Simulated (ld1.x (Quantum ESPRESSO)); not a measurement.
**Transferability test, TM potential for Eu**

europium, norm-conserving Troullier–Martins (Kleinman–Bylander form), made with ld1.x (Quantum ESPRESSO) 7.5 (PBEsol, scalar-relativistic). Core [Xe], reference 4f7 5d0 6s2 6p0. Waves: 6s (bound): rc 3.30 bohr; 6p (bound, empty): rc 4.20 bohr; 5d (bound, empty): rc 3.10 bohr; 4f (bound): rc 0.75 bohr. Local part: all-electron potential smoothed inside 1.65 bohr (lloc = -1). Core correction: a·sin(br)/r model core, default radius (core density twice the valence density).

Energies are relative to the spin-unpolarised reference configuration 4f7 5d0 6s2 6p0; without spin polarisation the order of configurations can differ from experiment. Not all tests gave a result: 2 of 7 tests not solved or not reliable. Left out of the table: 4f6 5d1 6s1 6p0 (solver errors, printed error -3.4 eV); 4f8 5d0 6s0 6p0 (solver errors, printed error -742 eV).

Problem. Give the all-electron excitation energy and the error of the potential for: 4f7 5d0 6s1 6p0; 4f7 5d0 6s0 6p0; 4f6 5d0 6s0 6p0; 4f7 5d0.5 6s1.5 6p0; 4f7 5d0 6s1.5 6p0.

Solution.

| valence configuration | charge | ΔE all-electron (eV) | error AE − PS (meV) |
| --- | --- | --- | --- |
| 4f7 5d0 6s1 6p0 | +1 | 6.036 | -4.7 |
| 4f7 5d0 6s0 6p0 | +2 | 17.166 | -72 |
| 4f6 5d0 6s0 6p0 | +3 | 41.608 | -1364 |
| 4f7 5d0.5 6s1.5 6p0 | 0 | 1.061 | -4.6 |
| 4f7 5d0 6s1.5 6p0 | +0.5 | 2.407 | -0.9 |

Levels in the configuration 4f7 5d0 6s0 6p0:

| level | all-electron (eV) | pseudo (eV) |
| --- | --- | --- |
| 4f | -16.176 | -16.214 |

These tests converged, but a pseudo level misses the all-electron one widely, so the file describes the atom poorly there or has found another state: 4f6 5d0 6s0 6p0: 4f by 2.9 eV (a node warning on the way).

Note: ghost states, extra bound levels that the all-electron valence spectrum of the same l lacks: s at -114.0 eV, p at -48.4 eV. A true bound ghost makes a file unfit for plane-wave use.
